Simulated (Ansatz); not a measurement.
Ansatz (a quantum-chemistry and plane-wave program) input (CCSD(T)/cc-pwCVTZ):
A basis named .json is the Basis Set Exchange file of that set.

Ansatz 0.2 input:
```yaml
crystal:
  periodic: [false, false, false]
  atoms:
    - {symbol: C, position_ang: [-1.25352401, 0.77563779, 0.42263423]}
    - {symbol: N, position_ang: [-0.66485187, -0.54900890, 0.23761749]}
    - {symbol: B, position_ang: [0.62636937, -0.81325625, -0.20521964]}
    - {symbol: O, position_ang: [1.51789948, 0.16959408, -0.52730820]}
    - {symbol: H, position_ang: [-1.55130324, 0.93659118, 1.46187100]}
    - {symbol: H, position_ang: [-0.51630987, 1.53014422, 0.15711221]}
    - {symbol: H, position_ang: [-2.13098780, 0.91310211, -0.21435273]}
    - {symbol: H, position_ang: [-1.27184408, -1.31982503, 0.45833371]}
    - {symbol: H, position_ang: [2.37050946, -0.16124828, -0.81752821]}
basis:
  gaussian:
    orbitals: cc-pwCVTZ.json
magnetization: {spin_polarized: true, initial_magnetization: 1}
correlation: {method: ccsd_t, electrons: outside_noble_gas}
```

End of the output:

```
reference -5303.00476006 eV, -194.8818304264 hartree; 12, 11 occupied and 226, 227 virtual orbitals, 1408 factors
second order -19.43834918 eV of doubles, -0.00000000 eV of singles
coupled cluster: 19.91 GiB planned
cycle   1  -19.56226479 eV  change   -1.2e-1 eV  update   8.7e-2
cycle   2  -20.00811058 eV  change   -4.5e-1 eV  update   2.6e-2
cycle   3  -20.10693939 eV  change   -9.9e-2 eV  update   1.5e-2
cycle   4  -20.09698956 eV  change    9.9e-3 eV  update   4.3e-3
cycle   5  -20.09640886 eV  change    5.8e-4 eV  update   2.1e-3
cycle   6  -20.09666909 eV  change   -2.6e-4 eV  update   6.5e-4
cycle   7  -20.09645674 eV  change    2.1e-4 eV  update   2.5e-4
cycle   8  -20.09655173 eV  change   -9.5e-5 eV  update   1.0e-4
cycle   9  -20.09655888 eV  change   -7.2e-6 eV  update   3.8e-5
cycle  10  -20.09654290 eV  change    1.6e-5 eV  update   1.3e-5
perturbative correction -0.78648583 eV, -0.0289028213 hartree
Total energy: -5323.88778880 eV, -195.6492675775 hartree
```

It need not be the lowest isomer of its formula.
